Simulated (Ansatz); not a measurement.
One change: `N#[C][In]([F])[F]` becomes `O[CH2][In]([F])[F]`.

Ansatz, PBE0-D4/def2-TZVP geometries, multiplicity 1. Each molecule was computed in one conformer, which needn't be the lowest.

Elements past krypton have def2 core potentials.

```
                                                                                  property  `N#[C][In]([F])[F]`
                                                         HOMO energy (PBE/def2-TZVPP) / eV                -8.98
                                                       HOMO energy (B3LYP/def2-TZVPP) / eV               -10.46
                                            zero-point energy (PBE0-D4/def2-TZVP) / kJ/mol                 29.0
                                          size of the dipole moment (B3LYP/def2-TZVPP) / D                 0.45
ideal-gas entropy at 298 K and 1 bar (rigid rotor, harmonic PBE0-D4/def2-TZVP) / J/(mol·K)                  345
                                                       LUMO energy (B3LYP/def2-TZVPP) / eV                -3.27
```

Q: Give the same properties after the change, and the shifts. (Estimate.)

A: The calculation gave: 
```csv
property,`O[CH2][In]([F])[F]`,shift
HOMO energy (PBE/def2-TZVPP) / eV,-6.63,2.35
HOMO energy (B3LYP/def2-TZVPP) / eV,-7.78,2.68
zero-point energy (PBE0-D4/def2-TZVP) / kJ/mol,119.0,90.0
size of the dipole moment (B3LYP/def2-TZVPP) / D,3.85,3.40
"ideal-gas entropy at 298 K and 1 bar (rigid rotor, harmonic PBE0-D4/def2-TZVP) / J/(mol·K)",369,24
LUMO energy (B3LYP/def2-TZVPP) / eV,-2.44,0.83
```

With PBE0 the HOMO rises by 2.80 eV and the LUMO rises by 0.78 eV, so the gap narrows by about 2.02 eV. PBE moves the HOMO by 2.35 eV and ωB97M-V by 2.97 eV. The zero-point energy changes by 90.0 kJ/mol with +9 modes. Dipoles are sizes alone; their direction can turn. Modes under 60 cm⁻¹, often nearly free rotors, make the harmonic entropy too high.

B3LYP here is the variant with VWN-RPA as its local correlation; programs differ in this.
